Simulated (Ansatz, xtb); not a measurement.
Species: ZrO, net charge -1, doublet state. The spin state was set by rule; other spins were not relaxed. SMILES: [O]=[Zr-]
Coordinates optimised at B3LYP-D3(BJ)/def2-TZVP (Ansatz, a quantum-chemistry and plane-wave program):
```
Zr
O 1 1.7683
```
Charge -1, spin multiplicity 2.

Harmonic wavenumbers from GFN2-xTB (xtb, at its own minimum), cm⁻¹: 772.

Problem. Give the harmonic wavenumbers at B3LYP-D3(BJ)/def2-TZVP (Ansatz, finite differences of forces, unscaled).

Solution. 904 cm⁻¹. Zero-point energy 1.3 kcal/mol.

Problem. From these and the geometry, give the ideal-gas thermochemistry at 298.15 K and 1 atm (rigid rotor, harmonic oscillator).

Solution. Point group C∞v, rotational symmetry number 1. Rotational constants 11.87, 11.87 GHz. S(trans) 39.93, S(rot) 14.43, S(vib) 0.14, S(elec, spin only) 1.38, S 55.9 cal/(mol K). H(298) - H(0) 2.11 kcal/mol; G - E(el) -13.3 kcal/mol.
